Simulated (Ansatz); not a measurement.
Program: Ansatz. Geometries: PBE0-D4/def2-TZVP. ΔE: electronic, gas phase. CCSD(T)/CBS is the MP2 limit (def2-TZVPP, def2-QZVPP) plus CCSD(T) − MP2 in def2-TZVPP, frozen cores. This one scheme is used for every species. Functionals use def2-TZVPP. B3LYP here is the variant with VWN-RPA as its local correlation; programs differ in this. HSE06 is defined as in plane-wave codes. For Mg outer-core shells are correlated without core-valence functions, which leaves a few kJ/mol of doubt a bond. One conformer a species, not always the lowest.

Reaction (ligand exchange at a Mg–O bond): `C[O][Mg][O][SiH3]` + HCl → `C[O][Mg][Cl]` + `O[SiH3]`

```
             level  ΔE (kcal/mol)  difference from CCSD(T)/CBS
            PBE-D4          -11.8                         -2.0
         revPBE-D4          -11.6                         -1.8
           BLYP-D4          -10.4                         -0.6
         r2SCAN-D4          -11.8                         -2.0
            B97M-V          -11.8                         -2.0
          B3LYP-D4          -11.1                         -1.3
        r2SCANh-D4          -12.1                         -2.3
        r2SCAN0-D4          -12.4                         -2.6
          HSE06-D4          -12.7                         -2.9
      CAM-B3LYP-D4          -10.9                         -1.1
           ωB97X-V          -11.9                         -2.1
           ωB97M-V          -11.9                         -2.1
            B2PLYP          -10.9                         -1.1
          PBE-QIDH          -12.0                         -2.2
               PBE          -12.2                         -2.4
            revPBE          -12.4                         -2.6
              BLYP          -11.1                         -1.3
            r2SCAN          -11.9                         -2.1
              PBE0          -12.9                         -3.1
             B3LYP          -11.7                         -1.9
           r2SCANh          -12.2                         -2.4
           r2SCAN0          -12.6                         -2.8
             HSE06          -13.0                         -3.2
             BHLYP          -12.5                         -2.7
         CAM-B3LYP          -11.3                         -1.5
           LC-ωPBE          -11.7                         -1.9
RPA@PBE/def2-TZVPP           -8.6                          1.2
       HF/def2-SVP          -12.9                         -3.1
      MP2/def2-SVP           -9.0                          0.8
     CCSD/def2-SVP           -9.1                          0.7
  CCSD(T)/def2-SVP           -9.0                          0.8
    MP2/def2-TZVPP           -9.9                         -0.1
SCS-MP2/def2-TZVPP           -9.6                          0.2
   CCSD/def2-TZVPP          -10.1                         -0.3
CCSD(T)/def2-TZVPP           -9.9                         -0.1
     HF/def2-QZVPP          -13.6                         -3.8
    MP2/def2-QZVPP           -9.7                          0.1
SCS-MP2/def2-QZVPP           -9.5                          0.3
      HF/CBS(def2)          -13.5                         -3.7
     MP2/CBS(def2)           -9.8                          0.0
       CCSD(T)/CBS           -9.8                            0
```

Largest T1 diagnostic among the species: 0.011.

In def2-TZVPP, CCSD(T) changes the Hartree–Fock value by +4.1 kcal/mol (the triples alone add +0.2 kcal/mol) and MP2 by +4.1 kcal/mol. Leaving LDA and LC-ωPBE aside and taking each functional with its dispersion term where it has one, the values spread over 2.3 kcal/mol, from HSE06-D4 to BLYP-D4. LDA lies +0.8 kcal/mol from PBE without D4.
